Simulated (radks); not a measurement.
Effect of the nuclear size on the thallium ion Tl2+, [Xe] 4f14 5d10 6s1. Method: Dirac Kohn-Sham, LDA (Slater exchange, Perdew-Wang correlation), spin-unpolarised, spherical densities, finite nucleus; Fermi nuclear charge, rms radius 5.4759 fm; computed with a radial shooting solver on a logarithmic mesh with Libxc functionals. The rms radius is varied about that value; shifts are against it.

rms radius (fm)  total energy shift (eV)  density at nucleus (e/bohr^3)  1s1/2 shift (meV)  2s1/2 shift (meV)  5s1/2 shift (meV)  5p1/2 shift (meV)  6s1/2 shift (meV)  6p1/2 (empty) shift (meV)  7s1/2 (empty) shift (meV)
4.4519                             -40.7                      2.742e+06             -16200              -2450              -29.4             -0.075              -3.55                      0.238                     -0.607
5.2021                             -11.4                      2.567e+06              -4530               -682              -8.19             -0.022             -0.990                      0.066                     -0.169
5.4759                                 0                      2.512e+06              0.000              0.000              0.000              0.000              0.000                      0.000                      0.000
5.6895                              9.09                      2.472e+06               3630                546               6.56              0.018              0.793                     -0.053                      0.136
6.3411                              38.0                      2.361e+06              15200               2290               27.4              0.078               3.32                     -0.222                      0.567

Slopes of the eigenvalues against <r^2> in GHz/fm^2, as finite differences over the two radii next to the reference (eigenvalue slopes, not the field-shift constants of lines): 1s1/2 372000, 2s1/2 56000, 5s1/2 672, 5p1/2 1.81, 6s1/2 81.2, 6p1/2 (empty) -5.45, 7s1/2 (empty) 13.9.
